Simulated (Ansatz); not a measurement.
Consider the formal exchange of groups at the Sn–Si bond: `[CH3][SnH]([CH3])[SiH3]` + CH₄ → `[CH3][SnH]([CH3])[CH3]` + SiH₄.

Program: Ansatz. Geometries: PBE0-D4/def2-TZVP. ΔE: electronic, gas phase. CBS: MP2 limit from def2 TZ/QZ plus the TZ coupled-cluster correction, frozen cores. This one scheme is used for every species. Functionals use def2-TZVPP. B3LYP here is the variant with VWN-RPA as its local correlation; programs differ in this. def2 core potentials past Kr. For Sn outer-core shells are correlated without core-valence functions, which leaves a few kJ/mol of doubt a bond.

`[CH3][SnH]([CH3])[SiH3]`:

Cartesian coordinates in Å:
```
C -0.791 0.584 -1.857
Sn 0.497 -0.182 -0.319
C -0.306 -2.042 0.395
Si 0.708 1.507 1.603
H -1.783 0.779 -1.449
H -0.877 -0.147 -2.663
H -0.387 1.511 -2.264
H 2.046 -0.479 -0.999
H -0.400 -2.744 -0.434
H -1.291 -1.878 0.833
H 0.349 -2.473 1.151
H 1.599 0.988 2.677
H -0.628 1.776 2.205
H 1.264 2.801 1.121
```

CH₄:

```xyz
5

C     0.000    0.000    0.000
H    -0.933   -0.359    0.434
H    -0.183    0.349   -1.016
H     0.727   -0.811   -0.021
H     0.389    0.821    0.602
```

`[CH3][SnH]([CH3])[CH3]`:

```xyz
14

C    -0.384   -1.960    0.358
Sn    0.269    0.079    0.494
C    -1.428    1.386    0.393
C     1.609    0.514   -1.124
H     0.470   -2.636    0.409
H    -1.065   -2.196    1.176
H    -0.903   -2.122   -0.587
H     1.084    0.318    1.989
H    -1.111    2.427    0.465
H    -2.120    1.175    1.210
H    -1.952    1.245   -0.553
H     1.102    0.366   -2.078
H     2.478   -0.144   -1.084
H     1.951    1.548   -1.066
```

SiH₄:

Cartesian coordinates in Å:
```
Si 0.000 0.000 0.000
H 0.207 -1.469 -0.044
H 1.317 0.684 0.048
H -0.786 0.353 1.209
H -0.738 0.432 -1.214
```

```
             level  ΔE (kJ/mol)  difference from CCSD(T)/CBS
            PBE-D4         59.4                         13.0
          B3LYP-D4         52.5                          6.1
           ωB97M-V         47.2                          0.8
            B2PLYP         47.5                          1.1
            r2SCAN         54.8                          8.4
              PBE0         56.7                         10.3
             B3LYP         50.6                          4.2
     HF/def2-TZVPP         42.5                         -3.9
    MP2/def2-TZVPP         43.0                         -3.4
SCS-MP2/def2-TZVPP         40.5                         -5.9
CCSD(T)/def2-TZVPP         44.3                         -2.1
     HF/def2-QZVPP         41.9                         -4.5
    MP2/def2-QZVPP         44.0                         -2.4
      HF/CBS(def2)         41.8                         -4.6
     MP2/CBS(def2)         45.1                         -1.3
    CCSD/CBS(def2)         46.0                         -0.4
       CCSD(T)/CBS         46.4                            0
```

Largest T1 diagnostic among the species: 0.011.
